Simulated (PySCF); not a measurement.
# From computed data to an observable: oscillator strength and radiative lifetime

C2H9N3Si, SMILES C/C=N/[SiH](N)N.

Coordinates come from a PBE0-D3(BJ)/def2-SVP optimisation. The structure was generated by enumeration; whether it is a known compound was not checked. Other conformers were not sampled.

TDA-LC-ωPBE/def2-SVPD run with PySCF puts the first singlet state with f over 0.02 at 7.31 eV (vertical), with the transition dipole (0.354, -0.143, 0.346) in atomic units.

Problem. Find the oscillator strength, the wavelength and the radiative lifetime that this transition would have in vacuum if emission retraced absorption.

Solution. 
|μ|² = 0.2655 au, so |μ| = 1.31 D. ΔE = 7.31/27.211 = 0.2686 hartree. f = (2/3) ΔE |μ|² = 0.048 (the program prints 0.048).
λ = 1239.84/7.31 = 170 nm; ν = 58959 cm⁻¹.
Einstein's coefficient A = 0.6670 ν² f s⁻¹ (ν in cm⁻¹) = 1.1e8 s⁻¹, so τ = 1/A = 9.1 ns. This state is S2; the lower singlet has f = 0.000. The figure is the radiative limit of this one transition; relaxation, internal conversion, crossing to triplets and a medium change what is measured.
